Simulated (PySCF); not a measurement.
## Predicted spectroscopic data

Method: structure optimised with GFN2-xTB, NMR shieldings at PBE0/pcSseg-1/GIAO, in PySCF 2.14.0 with density-fitted response routines (non-relativistic, fast rotation and ring inversion assumed for equivalent nuclei, gas phase, a single conformation).

References, each an isolated molecule treated in the same way: ¹H and ¹³C against TMS. Where no couplings were computed, multiplicities follow the n + 1 count of equivalent neighbours, and m marks all less simple cases (inequivalent or close neighbours, rings, F or P nearby). Shifts are as computed. Against solution values, carbons near 30 ppm lie about +3 ppm off and those near 130 ppm about +5 ppm. Of 1211 compounds with measured shifts, 218 miss one by over three times the rms of a fit or turn the order of signals round; such compounds aren't used in these exercises. OH and NH positions are gas-phase values without hydrogen bonding to other molecules.

Compound 1 (C5H13NOSi2). ¹H NMR (400 MHz, computed): δ 5.17 (s, 2H), 1.90 (d, 2H), 1.18 (t, 1H), 0.29 (s, 6H), 0.28 (br s, 2H). ¹³C{¹H} NMR (computed): δ 85.8 (C), 72.7 (CH), 8.8 (CH2), 0.3 (CH3). Structure: `C#CC[Si](C)(C)O[SiH2]N`.

Compound 2 (C6H7N3Si). ¹H NMR (400 MHz, computed): δ 11.86 (br s, 1H), 8.62 (s, 1H), 8.36 (d, 1H), 7.96 (d, 1H), 4.75 (s, 3H). ¹³C{¹H} NMR (computed): δ 148.8, 148.2, 137.6, 134.0, 133.0, 124.3. Structure: SMILES [SiH3]c1ccc2n[nH]nc2c1.
